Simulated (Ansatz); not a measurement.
Ansatz (an electronic-structure program) input:

Ansatz 0.2 input:
```yaml
crystal:
  periodic: [false, false, false]
  atoms:
    - {symbol: In, position_ang: [-0.00000000, -0.00000000, -1.08152155]}
    - {symbol: Br, position_ang: [0.00000000, 0.00000000, 1.51413017]}
basis:
  gaussian:
    orbitals: def2-SVPD
magnetization: {spin_polarized: false}
correlation: {method: ccsd_t, electrons: outside_noble_gas}
output: {forces: true}
```

Q: Predict the final energy.

A: -2761.59405 Eh (CCSD(T)/def2-SVPD). The basis has 73 functions.
